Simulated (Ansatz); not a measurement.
One change: `B[CH2][Zn][CH3]` becomes `[CH3][Zn][CH2]C=O`.

Ansatz, PBE0-D4/def2-TZVP geometries, multiplicity 1. Each molecule was computed in one conformer, which needn't be the lowest.

Scalar relativity is left out up to krypton.

```csv
property,`B[CH2][Zn][CH3]`
HOMO energy (PBE0/def2-TZVPP) / eV,-7.48
LUMO energy (PBE/def2-TZVPP) / eV,-1.99
HOMO energy (ωB97M-V/def2-TZVPP) / eV,-9.63
LUMO energy (PBE0/def2-TZVPP) / eV,-1.12
HOMO–LUMO gap (B3LYP/def2-TZVPP) / eV,5.90
size of the dipole moment (ωB97M-V/def2-TZVPP) / D,1.95
```

(1) Give the same properties after the change, and the shifts. (Best estimate.)

## Answers

(1) Computed: 
| property | `[CH3][Zn][CH2]C=O` | shift |
| --- | --- | --- |
| HOMO energy (PBE0/def2-TZVPP) / eV | -6.95 | 0.53 |
| LUMO energy (PBE/def2-TZVPP) / eV | -1.68 | 0.31 |
| HOMO energy (ωB97M-V/def2-TZVPP) / eV | -9.31 | 0.32 |
| LUMO energy (PBE0/def2-TZVPP) / eV | -0.76 | 0.36 |
| HOMO–LUMO gap (B3LYP/def2-TZVPP) / eV | 5.69 | -0.21 |
| size of the dipole moment (ωB97M-V/def2-TZVPP) / D | 3.54 | 1.59 |

With PBE0 the HOMO rises by 0.53 eV and the LUMO rises by 0.36 eV, so the gap narrows by about 0.17 eV. PBE moves the HOMO by 1.03 eV and ωB97M-V by 0.32 eV. Dipoles are sizes alone; their direction can turn.

B3LYP here is the variant with VWN-RPA as its local correlation; programs differ in this.
